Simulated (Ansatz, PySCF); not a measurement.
Reaction (SMILES): O=BB=O [oxo(oxoboranyl)borane] → O=BB=O as triplet, charge 0
Each molecule is optimised on its own at B3LYP-D3(BJ)/def2-TZVP (Ansatz, a program for electronic structure), one conformer each, not searched for the lowest. A spin state is the lowest found, not a proven ground state.
Geometry of the first species:
SMILES: O=BB=O
```xyz
4

O      0.0000     0.0000    -2.0159
B      0.0000     0.0000    -0.8179
B      0.0000     0.0000     0.8179
O      0.0000     0.0000     2.0159
```

Wanted: adiabatic triplet-singlet gap (electronic energy difference), in kJ/mol. Valence correlation only, unless marked. Open shells are spin-unrestricted. Spin-orbit coupling is left out. No relativistic terms. CBS marks a two-point X^-3 extrapolation of the correlation energy; Hartree-Fock from the larger set. [CCSD(T)-MP2]/basis is that difference in the basis named.

RI-MP2/CBS(aug-cc-pVTZ,aug-cc-pVQZ)+[CCSD(T)-MP2]/aug-cc-pVTZ (Ansatz) gives 484.9 kJ/mol.

Question: Another calculation gave 480.6 kJ/mol. Which level was it?
A) PBE/def2-TZVPD (Ansatz)
B) PBE-QIDH/def2-TZVPD (Ansatz)
C) TPSS/def2-TZVPD (PySCF)
D) wB97M-V/def2-TZVPD (Ansatz)

Answer: D, wB97M-V/def2-TZVPD (Ansatz). The others give 438.7 (TPSS), 452.6 (PBE), 466.4 (PBE-QIDH) kJ/mol.
